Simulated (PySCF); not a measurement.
H2MgSSe (SMILES [SH][Mg][SeH]), singlet, at a GFN2-xTB geometry (such geometries of metal compounds can be far from the true shape), with bond 3-2 at 1.8 times its length; CASSCF(6,4)/STO-3G (PySCF).

Here is a job for PySCF.
```python
from pyscf import gto, scf, mcscf
import numpy

mol = gto.Mole()
mol.atom = '''
    Mg   -0.29211103    0.02158019   -0.89062204
    S     0.77883577    1.61574839   -2.16975912
    H    -0.10150747    1.04109562   -4.31101948
    Se   -0.23209009   -0.75747527    1.39334371
    H    -1.35473286   -1.65327418    1.38927223
'''
mol.basis = 'sto-3g'
mol.verbose = 4
mol.build()

mf = scf.RHF(mol)
mf.kernel()
mc = mcscf.CASSCF(mf, 4, 6)
mc.fix_spin_(ss=0.0)
mc.kernel()
occ = numpy.linalg.eigvalsh(mc.fcisolver.make_rdm1(mc.ci, mc.ncas, mc.nelecas))[::-1]
ss = mc.fcisolver.spin_square(mc.ci, mc.ncas, mc.nelecas)[0]
print('natural occupations', occ.round(4), ' <S^2>', round(ss, 4))
```

Question: Write the output that PySCF gives for this input, abridged.

Answer: 
```
PySCF version 2.14.0

[INPUT] verbose = 4
[INPUT] num. atoms = 5
[INPUT] num. electrons = 64
[INPUT] charge = 0
[INPUT] spin (= nelec alpha-beta = 2S) = 0
[INPUT] symmetry False subgroup None
[INPUT] Mole.unit = angstrom
[INPUT] Symbol           X                Y                Z      unit          X                Y                Z       unit  Magmom
[...]
nuclear repulsion = 223.562408007879
number of shells = 20
number of NR pGTOs = 114
number of NR cGTOs = 38
basis = sto-3g
ecp = {}

******** <class 'pyscf.scf.hf.RHF'> ********
method = RHF
initial guess = minao
damping factor = 0
level_shift factor = 0
DIIS = <class 'pyscf.scf.diis.CDIIS'>
diis_start_cycle = 1
diis_space = 8
diis_damp = 0
SCF conv_tol = 1e-09
SCF conv_tol_grad = None
SCF max_cycles = 50
direct_scf = True
direct_scf_tol = 1e-13
Set gradient conv threshold to 3.16228e-05
Initial guess from minao.
init E= -2960.77036929715
[...]
cycle= 1 E= -2964.59980638498  delta_E= -3.83  |g|= 0.585  |ddm|= 2.76
[...]
cycle= 2 E= -2964.76482317065  delta_E= -0.165  |g|= 0.368  |ddm|= 2.12
[...]
cycle= 3 E= -2964.85845872821  delta_E= -0.0936  |g|= 0.0417  |ddm|= 0.928
[...]
cycle= 4 E= -2964.8600619472  delta_E= -0.0016  |g|= 0.0107  |ddm|= 0.119
[...]
cycle= 5 E= -2964.86021157358  delta_E= -0.00015  |g|= 0.00257  |ddm|= 0.0467
[...]
cycle= 6 E= -2964.86022367155  delta_E= -1.21e-05  |g|= 0.00113  |ddm|= 0.0122
[...]
cycle= 7 E= -2964.86022698894  delta_E= -3.32e-06  |g|= 0.000535  |ddm|= 0.00702
[...]
cycle= 8 E= -2964.86022793672  delta_E= -9.48e-07  |g|= 0.000117  |ddm|= 0.00506
[...]
cycle= 9 E= -2964.86022797237  delta_E= -3.56e-08  |g|= 1.62e-05  |ddm|= 0.00109
[...]
cycle= 10 E= -2964.86022797266  delta_E= -2.91e-10  |g|= 3.5e-06  |ddm|= 6.82e-05
[...]
Extra cycle  E= -2964.86022797268  delta_E= -2.27e-11  |g|= 2.65e-06  |ddm|= 1.43e-05
converged SCF energy = -2964.86022797268

******** <class 'pyscf.mcscf.mc1step.CASSCF'> ********
CAS (3e+3e, 4o), ncore = 29, nvir = 5
max_cycle_macro = 50
max_cycle_micro = 4
conv_tol = 1e-07
conv_tol_grad = None
orbital rotation max_stepsize = 0.02
orbital rotation threshold for CI restart = 0.01
augmented hessian ah_max_cycle = 30
augmented hessian ah_conv_tol = 1e-12
augmented hessian ah_linear dependence = 1e-14
augmented hessian ah_level shift = 1e-08
augmented hessian ah_start_tol = 2.5
augmented hessian ah_start_cycle = 3
augmented hessian ah_grad_trust_region = 3
kf_trust_region = 3
kf_interval = 4
ci_response_space = 4
ci_grad_trust_region = 3
with_dep4 0
natorb = False
canonicalization = True
sorting_mo_energy = False
ao2mo_level = 2
internal_rotation = False
******** <class 'pyscf.fci.addons.SpinPenaltyFCISolver'> ********
max. cycles = 50
conv_tol = 1e-08
davidson only = True
linear dependence = 1e-12
level shift = 0.001
max iter space = 12
nroots = 1
pspace_size = 400
spin = None
CASCI E = -2964.96616073953  S^2 = 0.0000000
Set conv_tol_grad to 0.000316228
macro iter   1 ( 20 JK    4 micro), CASSCF E = -2964.97234393523  dE = -6.18319570e-03  S^2 = 0.0000000
               |grad[o]|=0.0576  |grad[c]|=0.0161  |ddm|=0.0258  |maxRot[o]|=0.141
macro iter   2 (  7 JK    2 micro), CASSCF E = -2964.97238788407  dE = -4.39488367e-05  S^2 = 0.0000000
               |grad[o]|=0.00304  |grad[c]|=0.00102  |ddm|=0.000857  |maxRot[o]|=0.0555
macro iter   3 (  5 JK    2 micro), CASSCF E = -2964.97240259583  dE = -1.47117644e-05  S^2 = 0.0000000
               |grad[o]|=0.00158  |grad[c]|=0.00113  |ddm|=0.000382  |maxRot[o]|= 0.03
macro iter   4 (  5 JK    2 micro), CASSCF E = -2964.97240603166  dE = -3.43582678e-06  S^2 = 0.0000000
               |grad[o]|=0.00067  |grad[c]|=0.000732  |ddm|=0.00028  |maxRot[o]|=0.0209
macro iter   5 (  6 JK    2 micro), CASSCF E = -2964.97240586186  dE =  1.69800387e-07  S^2 = 0.0000000
               |grad[o]|=0.000257  |grad[c]|=0.000122  |ddm|=0.000166  |maxRot[o]|=0.0127
macro iter   6 (  9 JK    2 micro), CASSCF E = -2964.97240620045  dE = -3.38587142e-07  S^2 = 0.0000000
               |grad[o]|=0.000263  |grad[c]|=9.53e-05  |ddm|=0.000133  |maxRot[o]|=0.012
macro iter   7 (  4 JK    1 micro), CASSCF E = -2964.97240607845  dE =  1.22000074e-07  S^2 = 0.0000000
               |grad[o]|=6.16e-05  |grad[c]|=0.000273  |ddm|=0.000112  |maxRot[o]|=0.0219
macro iter   8 (  1 JK    1 micro), CASSCF E = -2964.97240607886  dE = -4.12001100e-10  S^2 = 0.0000000
               |grad[o]|=2.49e-05  |grad[c]|=9.19e-06  |ddm|=3.69e-05  |maxRot[o]|=    0
1-step CASSCF converged in   8 macro ( 57 JK  16 micro) steps
CASSCF canonicalization
Density matrix diagonal elements [1.99922236 1.99859084 1.54469452 0.45749228]
CASSCF energy = -2964.97240607886
CASCI E = -2964.97240607886  E(CI) = -5.13133644831760  S^2 = 0.0000000
natural occupations [2.     1.9992 1.5465 0.4544]  <S^2> 0.0
```
